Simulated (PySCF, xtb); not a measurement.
SeF₄, SMILES F[Se](F)(F)F.

GFN2-xTB run with xtb 6.7.1 at its own geometry gives an orbital gap of 6.69 eV and a dipole moment of 2.48 D.

Geometry: PBE0-D3(BJ)/def2-SVP. A frequency run showed that this geometry is not a minimum. The isomer is the one that the SMILES or the coordinates give; other isomers of the formula were not compared.

Task: What does PBE/def2-TZVP in PySCF give? (The exact figures need the calculation; the answer reports its results.)

Result: gap 5.69 eV (levels -9.19 and -3.49 eV), dipole 2.05 D.
